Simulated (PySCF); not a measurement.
H2IrO2, SMILES [OH][Ir][OH] (connectivity only; charge and spin as stated), neutral, multiplicity 4.

Geometry: PBE0-D3(BJ)/def2-TZVP. The spin state was assumed, not searched. The def2 effective core potentials stand for the cores of Ir; spin–orbit coupling is left out. One conformer was computed; it need not be the lowest.

Calculation: PySCF 2.14.0 with PBE0-D3(BJ)/def2-TZVP.

Frequencies are harmonic and unscaled.

```tsv
mode	ν (cm⁻¹)	IR (km/mol)	moving atoms (share of kinetic energy)
1	143	17.7	O 47 %, H 42 %, Ir 11 %
2	183	30.7	O 77 %, Ir 12 %, H 11 %
3	237	51.5	H 60 %, O 36 %
4	609	397.1	H 83 %, O 17 %
5	642	18.9	H 68 %, O 32 %
6	712	125.7	O 74 %, Ir 15 %, H 11 %
7	721	2.5	O 74 %, H 25 %
8	3886	225.4	H 94 %
9	3887	102.6	H 94 %
```
